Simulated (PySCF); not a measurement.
Structure problem from calculated spectra and properties.

Elements present: C, F, H, O and Si. Monoisotopic mass: 180.0030 u.

| Property | Result |
| --- | --- |
| 13C NMR | chemical shifts (computed TMS as zero) by class: 128.7 (1 C), 121.4 (1 C), 67.1 (1 C) ppm [GIAO PBE0/pcSseg-1] |
| Rotational structure | rotational constants A, B, C: 2.290, 0.580, 0.558 GHz [GFN2-xTB] |
| NMR, other nuclei | isotropic shieldings of nuclei other than C and H, by class: 344 (1 O), 271 (3 F), 320 (2 F), 379 (1 Si) ppm [GIAO PBE0/pcSseg-1] |
| 1H NMR | chemical shifts (computed TMS as zero) by class: 4.98 (3 H), 4.24 (2 H) ppm [GIAO PBE0/pcSseg-1] |
| Dipole | 2.85 D [PBE0/pcSseg-1] |

Electronic properties: PySCF, gas phase, density fitting. Levels stand in brackets. Geometry: GFN2-xTB, one conformer, isolated molecule. Each NMR value is the plain mean over a class of atoms that symmetry, rotation or inversion makes alike.

Question: Which formula fits the mass and the elements?

Answer: C3H5F5OSi (calculated 180.0030). No other formula that holds each of these elements comes within 0.0003 u with a fitting electron parity and a possible valence count.

Question: Propose a structure and show how it fits.

Answer: Numbering: `[F:1][C:2]([F:3])([F:4])[C:5]([F:6])([F:7])[CH2:8][O:9][SiH3:10]`. Its formula, C3H5F5OSi, gives 0 degrees of unsaturation, so no ring and no π bond. 3 carbons fall into 3 classes; from least to most shielded: CF3 carbon [C2] (128.7 ppm), CF2 carbon [C5] (121.4 ppm), sp3 carbon bound to oxygen [C8] (67.1 ppm). Hydrogen classes from least to most shielded: 3 H on an oxygen-bound silicon, Si10 (4.98 ppm), 2 H on an sp3 carbon bound to oxygen, C8 (4.24 ppm). The other shieldings belong to: 344 ppm, silyl ether oxygen [O9]; 271 ppm, fluorine of a CF3 group [F1/F3/F4]; 320 ppm, fluorine of a CF2 group [F6/F7]; 379 ppm, oxygen-bound silicon [Si10]. The optimised geometry has point group Cs and is an asymmetric top. Structure: `FC(F)(F)C(F)(F)CO[SiH3]`. The assignments are read from this structure; whether some other isomer fits the data as well wasn't checked.

Conformer computed: `[F:1][C:2]([F:3])([F:4])[C:5]([F:6])([F:7])[CH2:8][O:9][SiH3:10]`: F1–C2–C5–F6 -57°, C2–C5–C8–O9 180°, C5–C8–O9–Si10 180°.
